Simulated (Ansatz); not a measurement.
`[CH3][SnH]([CH3])[OH]` → CH₄ + `[CH3][Sn][OH]` at 700 K and 1 bar (stannylene formation by 1,1-elimination).

Gas-phase electronic energies from Ansatz, PBE0-D4/def2-TZVP geometries. CCSD(T)/CBS adds triple-zeta CCSD(T) − MP2 to the extrapolated MP2 energy (def2 sets, frozen cores). This one scheme is used for every species. def2 core potentials past Kr. For Sn outer-core shells are correlated without core-valence functions, which leaves a few kJ/mol of doubt a bond. Each species was taken in one conformer, which may not be the lowest.

```json
{"species": "`[CH3][SnH]([CH3])[OH]`", "CCSD(T)/CBS energy (Eh)": "-370.14409", "H − E (kJ/mol)": "329.2", "S (J/(mol·K))": "516.1"}
{"species": "CH₄", "CCSD(T)/CBS energy (Eh)": "-40.46206", "H − E (kJ/mol)": "145.9", "S (J/(mol·K))": "224.0"}
{"species": "`[CH3][Sn][OH]`", "CCSD(T)/CBS energy (Eh)": "-329.68108", "H − E (kJ/mol)": "180.6", "S (J/(mol·K))": "395.6"}
```

H − E and S are ideal-gas, rigid-rotor, harmonic terms from PBE0-D4/def2-TZVP, for one conformer and one mirror image of each species. 1 Eh = 2625.50 kJ/mol, R = 8.31446 J/(mol·K).

Task: By hand: ΔE, ΔH, ΔS and ΔG.

Result: ΔE = (-40.46206) + (-329.68108) − (-370.14409) = 0.00095 Eh = 2.5 kJ/mol. Δ(H − E) = 145.9 + 180.6 − 329.2 = -2.7, so ΔH = -0.2 kJ/mol. ΔS = 224.0 + 395.6 − 516.1 = 103.5 J/(mol·K). ΔG = -0.2 − 700 × (103.5)/1000 = -72.7 kJ/mol.

Task: By hand: the equilibrium constant, and the temperature at which ΔG would vanish if ΔH and ΔS stayed fixed.

Result: log₁₀ K = −ΔG/(RT ln 10) = 5.4. ΔH and −TΔS have one sign here, so there is no such temperature.

The number of gas molecules changes by +1, which sets the sign of ΔS. A doubt of 5 kJ/mol in ΔE shifts log₁₀ K by 0.4 here. Other conformers and mirror images would add mixing entropy, several J/(mol·K) or more a flexible species. Modes under 60 cm⁻¹, often nearly free rotors, make the harmonic entropy too high. These are equilibria of isolated gas molecules and say nothing of rates. Largest T1 diagnostic: 0.016 (customary marks: 0.02 for closed shells, 0.045 for open ones).
